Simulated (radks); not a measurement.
Excited configurations of Cu: one electron is placed in a higher orbital outside [Ar] 3d10. The ground configuration is [Ar] 3d10 4s1. Method: scalar-relativistic Kohn-Sham, r2SCAN, spin-polarised, spherical densities, finite nucleus; open shells are filled with parallel spins first; meta-GGA in the generalised Kohn-Sham scheme; Fermi nuclear charge, rms radius 3.8823 fm; computed with a radial shooting solver on a logarithmic mesh with Libxc functionals. Excitation = E - E(ground); binding = E(ion) - E, where the ion is the core of charge +1; n* = 1/sqrt(2 binding) in atomic units, and the quantum defect is n - n*.

| outer orbital | excitation (eV) | binding (eV) | n* | quantum defect | eigenvalue (eV) | <r> (bohr) |
|---|---|---|---|---|---|---|
| 6s | 6.963 | 1.294 | 3.243 | 2.757 | -0.812 | 16.22 |
| 6p | 7.248 | 1.009 | 3.673 | 2.327 | -0.625 | 20.71 |
| 7d | 7.821 | 0.436 | 5.589 | 1.411 | -0.279 | 48.03 |

Estimate the row for 4p.

Answer. excitation (eV) 4.328; binding (eV) 3.929; n* 1.861; quantum defect 2.139; eigenvalue (eV) -1.900; <r> (bohr) 4.506. The Delta-SCF ionisation energy is 8.257 eV (NIST Atomic Spectra Database: 7.726 eV, measured). Self-interaction in the functional shifts the binding energies and quantum defects, so they are the method's values and not measured ones.
